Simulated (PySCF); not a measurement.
A GIAO shielding run with PySCF 2.14.0 with density-fitted response routines (density fitting, non-relativistic, gas phase) on SMILES C=N[Si@H](CNC)N(C)C, C₅H₁₅N₃Si:

```
$ OMP_NUM_THREADS=1 python probes_run.py task.json out

{"job": {"kind": "nmr", "xc": "PBE0", "basis": "pcSseg-1"}, "charge": 0, "multiplicity": 1}
C      0.055949     2.831532     0.801929
N      0.381512     1.628340     0.819607
Si     0.394684     0.398604    -0.397234
C     -1.197678    -0.603945    -0.116883
N     -2.349209     0.280316    -0.122828
C     -3.597207    -0.417141     0.111695
N      1.755575    -0.546165     0.062056
C      1.890791    -1.920897    -0.346633
C      3.032592     0.090161     0.266690
H      0.050697     3.394909     1.733548
H     -0.228263     3.392065    -0.093284
H      0.395471     0.901317    -1.786897
H     -1.337887    -1.314319    -0.935032
H     -1.134365    -1.195353     0.811095
H     -2.219939     0.989501     0.592278
H     -4.412840     0.304519     0.130149
H     -3.610467    -0.990890     1.051997
H     -3.765308    -1.112437    -0.711983
H      2.418028    -2.014764    -1.304395
H      0.908238    -2.371970    -0.446217
H      2.458143    -2.474210     0.407163
H      2.870954     1.094671     0.646491
H      3.613126     0.152640    -0.662085
H      3.615666    -0.476722     0.996724
```

Hardware: 1 thread of an Arm Neoverse N1, shared host. The job also computes population analyses, field gradients.

**Question.** How large is the calculation?

**Answer.** 80 electrons, 235 basis functions and 1226 auxiliary functions.

**Question.** How long does it take, and how much memory does it need?

**Answer.** 100 s of wall time, with 14 SCF cycles and 5 response iterations; peak memory 1.1 GiB. Times on a shared host scatter by some tens of per cent.
